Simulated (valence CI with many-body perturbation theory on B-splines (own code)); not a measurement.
## Nd46+: key properties

Calculated by configuration interaction combined with many-body perturbation theory (CI+MBPT): four valence electrons over a frozen Dirac-Fock core [Ne], a basis of 9 s, 9 p, 8 d, 6 f, 3 g, 1 h functions for each j, with the one-electron correlation potential Σ1 (screened to all orders), the two-electron term Σ2, the three-electron term Σ3, Breit, model QED; selected single and double excitations, second order for the rest, scaled by the run's own slope (own B-spline code, finite nucleus).

The last digits are not significant, and no measured levels were compared; by estimate large intervals hold to a few tenths of a per cent, small ones and those within an open d or f shell to about a per cent.

Levels are named by their leading jj configuration (3d3/2^4 stands for four electrons in 3d with j = 3/2), which in mixed levels can hold well under half, so a name can repeat and another be missing.

Rates and lifetimes use the calculated energies. Strong lines usually hold to 10 to 20 %, long lifetimes can be off by a factor of two.

Problem. What is the ground level?

Solution. (3s^2 3p1/2^2) J=0, composition 71 % 3s²3p² ³P + 28 % 3s²3p² ¹S.

Problem. Name the longest-lived excited levels whose lifetime is computed, and their main decay.

Solution. (3s^2 3p1/2 3p3/2) J=2 at 131.88 eV lives 11.6 μs, mostly by E2 to (3s^2 3p1/2^2) J=0; (3s^2 3p3/2 3d5/2) J=4 at 457.89 eV lives 94.5 ns, mostly by M1 to (3s^2 3p1/2 3d5/2) J=3; (3s^2 3p1/2 3p3/2) J=1 at 124.56 eV lives 77.8 ns, mostly by M1 to (3s^2 3p1/2^2) J=0.

Problem. How well does LS coupling describe the low levels?

Solution. Among the lowest 20 levels the leading LS term, summed over configurations, holds 58 % on average. For single configurations the figures are 56 % in LS and 90 % in jj coupling. Terms mix most in the J = 2 level at 421.40 eV, where the leading one holds 28 %.

Problem. What are the static dipole polarisabilities of the lowest levels?

Solution. (3s^2 3p1/2^2) J=0 0.00703 bohr³, of which the core gives 0.000117.

Problem. What is the ionisation energy?

Solution. 3892.8 eV; NIST lists 3891 ± 4 eV (theoretical).

Problem. Among levels below 547.05 eV, which E1 lines absorb most strongly from the ground level?

Solution. to (3s^2 3p1/2 3d3/2) J=1 at 3.820 nm, f = 0.695; to (3s 3p1/2^2 3p3/2) J=1 at 4.635 nm, f = 0.159; to (3s 3p1/2 3p3/2^2) J=1 at 3.108 nm, f = 0.00135.

Problem. Where does the other parity begin?

Solution. At (3s 3p1/2^2 3p3/2) J=2, 245.07 eV.
